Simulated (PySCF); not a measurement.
C₅H₆N₄S.
SMILES with atom numbers: `[CH3:1][S:2][c:3]1[n:4][n:5][c:6]([C:7]#[N:8])[n:9]1[CH3:10]`

Cartesian coordinates in Å at the GFN2-xTB level; atoms count from 1:
```
atom  x, y, z in Å
C1    -3.0993    0.1542    0.4156
S2    -1.6979    0.9833   -0.3769
C3    -0.4478   -0.0935    0.1360
N4    -0.5956   -1.1675    0.8811
N5     0.5992   -1.7142    1.0479
C6     1.4839   -0.9833    0.4093
C7     2.8644   -1.2154    0.3353
N8     3.9968   -1.3760    0.2556
N9     0.8592    0.0809   -0.2000
C10    1.4240    1.1303   -0.9968
H11   -3.9827    0.7350    0.1713
H12   -3.1766   -0.8550    0.0254
H13   -2.9332    0.1307    1.4873
H14    0.9789    1.1204   -1.9938
H15    2.4999    0.9811   -1.0739
H16    1.2192    2.0981   -0.5347
```

Probes without a nucleus sit at each ring's centroid and 1 Å off its mean plane on both sides; NICS is minus the shielding there, NICSzz its component along the normal. Level: GIAO PBE0/pcSseg-1 (PySCF, non-relativistic, gas phase) on the GFN2-xTB geometry, one conformer.

Ring bond lengths (Å), with Mayer bond orders in brackets: C3–N4 1.315 (1.45), N4–N5 1.324 (1.27), N5–C6 1.313 (1.53), C6–N9 1.376 (1.04), N9–C3 1.361 (1.15).

What do the NICS probes read (ppm)?

| ring | type | NICS(0) | NICS(1), two faces | NICS(1)zz, two faces | rms pucker (Å) | centre to ring atoms, mean (Å) |
| --- | --- | --- | --- | --- | --- | --- |
| C3–N4–N5–C6–N9 | 5-membered ring with 3 N; formal bonds all aromatic | -11.2 | -11.2 / -11.2 | -27.3 / -27.3 | 0.00 | 1.14 |

What can be read from them?

- C3–N4–N5–C6–N9: mean NICS(1)zz -27.3 ppm, shielded, aromatic by this magnetic criterion (flat ring, no four-coordinate atom).

And the bond-length index? HOMA = 1 − mean of α(R − Ropt)² over the ring bonds, with Krygowski's 1993 parameters (CN: Ropt 1.334 Å, α 93.52 Å⁻²; NN: Ropt 1.309 Å, α 130.33 Å⁻²).

- C3–N4–N5–C6–N9: HOMA 0.93; the largest term is that of C6–N9, α(R − Ropt)² = 0.17. The geometric and the magnetic index point the same way.

Give the inner angles of the rings and the Hirshfeld charges of the ring atoms.

- C3–N4–N5–C6–N9: C3 110.6° (+0.067 e), N4 107.9° (-0.146 e), N5 108.5° (-0.132 e), C6 109.9° (+0.080 e), N9 103.2° (-0.005 e); sum 540.0° against 540° for a flat convex ring.

What are the shieldings of the ring atoms and their hydrogens in the same run (means over atoms taken as equivalent)?

| atoms | environment | σ isotropic (ppm) |
| --- | --- | --- |
| C3 | substituted aromatic carbon | 26.7 |
| N4 | pyridine-type nitrogen | -88.4 |
| N5 | pyridine-type nitrogen | -131.6 |
| C6 | substituted aromatic carbon | 49.1 |
| N9 | pyrrole-type nitrogen | 74.8 |
